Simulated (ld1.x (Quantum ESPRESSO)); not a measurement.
**aluminium (Al): one change to an ultrasoft potential, before and after**

* Element: Al
* Generator: ld1.x (Quantum ESPRESSO) 7.5
* Type: ultrasoft
* Functional: Wu–Cohen
* Relativity: non-relativistic
* Frozen core: [Ne]
* Valence charge: 3
* Reference configuration: 3s1.5 3p1.5
* Partial waves: 3s (bound): rcut 1.80, rcutus 2.40 bohr; 3s channel at 0.4 Ry: rcut 1.80, rcutus 2.40 bohr; 3p (bound): rcut 1.65, rcutus 2.25 bohr; 3p channel at 1.6 Ry: rcut 1.65, rcutus 2.25 bohr
* Local potential: all-electron potential smoothed inside 2.00 bohr (lloc = -1)
* Core correction: a·sin(br)/r model core, default radius (core density twice the valence density)
* Augmentation charge: PSQ, inside the norm-conserving radii

All-electron outer shells of the reference configuration (Wu–Cohen, non-relativistic, ld1.x):

```csv
shell,level (eV),outermost node (bohr),outermost maximum (bohr)
2p,-70.61,–,0.43
3s,-8.11,0.80,2.09
3p,-3.02,0.82,2.61
```

Change: local potential all-electron potential smoothed inside 0.92 bohr (lloc = -1).

Cutoffs: the cutoffs (Ry, on a coarse ladder) from which the occupation-weighted sum of valence levels, in a spherical-Bessel basis at the reference potential, stays within 10 and 1 mRy of its value at 400 Ry; they do not see the model core or the augmentation charge, which bear on the density cutoff. Errors are all-electron minus pseudo energies relative to the spin-unpolarised reference configuration.

How do hardness, ghosts and transferability respond?

Both files are so soft that the ladder of cutoffs tells neither apart; a bound ghost appears in s, which as a rule spoils a file; the errors of the 7 common tests hardly move. A state that the projectors do not describe sees the local part alone, so a deeper or shallower local part can create or remove a ghost.

| quantity | base | changed |
| --- | --- | --- |
| cutoff, loose | 6 Ry | 6 Ry |
| cutoff, tight | 8 Ry | 8 Ry |
| bound ghosts | none | s |
| error for 3s2 3p1, meV [ΔE -2.53 eV] | -0.5 | -0.6 |
| error for 3s2 3p0, meV [ΔE 3.22 eV] | +0.5 | +0.2 |
| error for 3s1 3p0, meV [ΔE 22.38 eV] | -3.9 | -4.3 |
| error for 3s2 3p1.3, meV [ΔE -3.09 eV] | -0.4 | -0.5 |
| error for 3s1 3p1, meV [ΔE 8.98 eV] | -1.2 | -1.3 |
| error for 3s2 3p0.5, meV [ΔE -0.45 eV] | -0.2 | -0.4 |
| error for 3s0 3p3, meV [ΔE 7.82 eV] | -4.3 | -4.3 |
| s: phases at 2.60 bohr within 0.05 rad from the reference energy up to (Ry; the scan ends near 5) | 3.0 | n/a |
| p: phases at 2.60 bohr within 0.05 rad from the reference energy up to (Ry; the scan ends near 5) | 4.0 | 4.0 |
| lowest overlap eigenvalue by channel | s 0.44, p 0.78 | s 0.16, p 0.67 |

 A true bound ghost makes a file unfit for plane-wave use even where its test errors are small: the radial tests pick states by their node count and pass the ghost by.
